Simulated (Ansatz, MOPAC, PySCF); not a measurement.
Species: C2H2F2, charge 0, multiplicity 1. SMILES: C=C(F)F
Geometry from a B3LYP-D3(BJ)/def2-TZVP (Ansatz, a first-principles code) optimisation:
```
C
C 1 1.3156
F 1 1.3225 2 125.22
F 1 1.3225 2 125.22 3 -180.00
H 2 1.0775 1 119.81 3 0.00
H 2 1.0775 5 120.39 1 180.00
```

Quantity: vertical ionisation energy to the doublet, in eV. Conventions: dispersion terms only where a functional's name holds one; 6-311+G** with 5d; frozen cores in correlated levels; PM7 with its own dispersion and hydrogen-bond terms; each state is the SCF solution reached for its charge and spin; non-relativistic; open shells spin-unrestricted; no spin-orbit coupling; 6-31G* and kin with 6d, 5d where marked. First-principles rows: single points at B3LYP-D3(BJ) geometries (Ansatz). Semi-empirical rows: differences of heats of formation at the shared geometry for vertical values.

| level | program | vertical ionisation energy to the doublet (eV) |
|---|---|---|
| PM3 | MOPAC | 10.71 |
| PM7 | MOPAC | 10.88 |
| HF/6-311+G** | Ansatz | 9.56 |
| PBE/6-311+G** | Ansatz | 10.44 |
| B3LYP/STO-3G | Ansatz | 7.96 |
| B3LYP/3-21G | Ansatz | 10.32 |
| B3LYP/6-311+G** | Ansatz | 10.63 |
| M06-2X/6-31G* (5d) | PySCF | 10.40 |
| MP2/6-31G* | Ansatz | 10.16 |
| PBE/def2-TZVPD | Ansatz | 10.36 |
| B3LYP/def2-TZVPD | Ansatz | 10.53 |
| wB97M-V/def2-TZVPD | Ansatz | 10.48 |

No value to compare with is used here. The 9 habitual levels span 7.96 (B3LYP/STO-3G) to 10.88 eV (PM7); B3LYP/def2-TZVPD gives 10.53.

The levels are drawn from those run, B3LYP/6-31G* more often than the rest, none by its result; runs whose electronic state is in doubt are left out.
